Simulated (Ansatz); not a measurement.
| atom | x (Å) | y (Å) | z (Å) |
| --- | --- | --- | --- |
| C | 1.2211 | 0.7050 | 0.0000 |
| C | 0.0000 | 1.4100 | 0.0000 |
| C | -1.2211 | 0.7050 | 0.0000 |
| C | -1.2211 | -0.7050 | 0.0000 |
| C | 0.0000 | -1.4100 | 0.0000 |
| C | 1.2211 | -0.7050 | 0.0000 |
| C | 3.6633 | 0.7050 | 0.0000 |
| C | 2.4422 | 1.4100 | 0.0000 |
| C | 2.4422 | -1.4100 | 0.0000 |
| C | 3.6633 | -0.7050 | 0.0000 |
| H | 0.0000 | 2.5000 | 0.0000 |
| H | -2.1651 | 1.2500 | 0.0000 |
| H | -2.1651 | -1.2500 | 0.0000 |
| H | 0.0000 | -2.5000 | 0.0000 |
| H | 4.6073 | 1.2500 | 0.0000 |
| H | 2.4422 | 2.5000 | 0.0000 |
| H | 2.4422 | -2.5000 | 0.0000 |
| H | 4.6073 | -1.2500 | 0.0000 |

Basis set: 6-31G* (spherical functions). Frozen core: 10 orbitals. Charge 0, multiplicity 1.

Computed with Ansatz (development build ahead of 0.2.0); each method stands on the lowest determinant of its kind that the runs found. Restricted open shells among the atoms or ions are ROHF, correlated in semicanonical orbitals with singles.

**Question.** Give the atomization energy at this shape (free ground-state atoms in the same class of orbitals less the molecule, no zero-point energy) of singlet C10H8 by RHF-MP2, RHF.

**Answer.**

```tsv
method	atomization energy
RHF-MP2	89.74 eV
RHF	70.43 eV
```
